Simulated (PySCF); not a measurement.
CClF2NOSi, SMILES O=C=N[Si](F)(F)Cl.

Geometry: PBE-D3(BJ)/def2-SVP. The values are those of a single conformer.

Computed with PySCF 2.14.0 with PBE-D3(BJ)/def2-SVP.

Frequencies are harmonic and unscaled.

Computed harmonic wavenumbers and intensities:
| mode | ν (cm⁻¹) | IR (km/mol) | moving atoms (share of kinetic energy) |
|---|---|---|---|
| 1 | 36 | 0.1 | O 36 %, Cl 29 %, N 20 %, F 9 % |
| 2 | 46 | 0.0 | N 35 %, F 34 %, O 29 % |
| 3 | 205 | 0.5 | F 67 %, Cl 19 %, N 9 % |
| 4 | 206 | 1.5 | N 39 %, F 33 %, Cl 20 % |
| 5 | 290 | 30.1 | F 60 %, O 12 %, C 8 %, N 8 % |
| 6 | 309 | 19.5 | F 41 %, N 30 %, Si 22 % |
| 7 | 318 | 26.4 | F 44 %, Cl 30 %, N 15 %, Si 9 % |
| 8 | 518 | 37.6 | F 29 %, Cl 29 %, Si 21 %, O 11 % |
| 9 | 583 | 16.8 | C 72 %, O 15 %, N 12 % |
| 10 | 584 | 26.9 | C 72 %, O 15 %, N 12 % |
| 11 | 684 | 332.6 | Si 68 %, O 14 %, Cl 9 % |
| 12 | 892 | 202.8 | F 54 %, Si 44 % |
| 13 | 969 | 147.6 | F 50 %, Si 50 % |
| 14 | 1512 | 76.3 | N 58 %, O 37 % |
| 15 | 2421 | 1267.0 | C 69 %, N 18 %, O 12 % |
